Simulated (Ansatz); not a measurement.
Reaction (ligand exchange at a B–C bond): `BC(=C=N)OC` + `O[SiH2]S` → `BO[SiH2]S` + `COC=C=N`

Calculated with Ansatz (gas phase, PBE0-D4/def2-TZVP geometries, no zero-point term in ΔE). CCSD(T)/CBS adds triple-zeta CCSD(T) − MP2 to the extrapolated MP2 energy (def2 sets, frozen cores). DFT in def2-TZVPP. HSE06 is defined as in plane-wave codes. Each species was taken in one conformer, which may not be the lowest.

(1) Is it downhill or uphill in electronic energy at CCSD(T)/CBS, and by how much? (An estimate is asked.)

(2) What do these levels give: PBE-D4, HSE06-D4, BLYP, r2SCAN, r2SCANh, HF/def2-TZVPP? (Best estimate.)

(3) What do rigid-rotor, harmonic-oscillator terms from PBE0-D4/def2-TZVP frequencies (298.15 K, 1 bar) make of the CCSD(T)/CBS value? (An estimate is asked.)

Largest T1 diagnostic among the species: 0.015.

Answers

(1) Ansatz gave: Downhill: ΔE = -15.1 kcal/mol.

(2) Computed: PBE-D4 -10.9, HSE06-D4 -12.7, BLYP -14.4, r2SCAN -11.9, r2SCANh -12.5, HF/def2-TZVPP -20.8 kcal/mol.

(3) Computed: ΔZPE = +0.3 kcal/mol, ΔH = -14.7 kcal/mol, ΔS = 16 J/(mol·K), ΔG = -15.8 kcal/mol. Modes under 50 cm⁻¹ make the entropy rough.

From BLYP to BHLYP (50 % exact exchange), in def2-TZVPP and without D4, ΔE moves by −3.0 kcal/mol. Leaving LDA and LC-ωPBE aside and taking each functional with its dispersion term where it has one, the values, not all of them listed here, spread over 6.4 kcal/mol, from BHLYP-D4 to revPBE-D4. LDA lies +1.5 kcal/mol from PBE without D4. In def2-TZVPP, CCSD(T) changes the Hartree–Fock value by +5.1 kcal/mol (the triples alone add +1.3 kcal/mol) and MP2 by +6.8 kcal/mol.
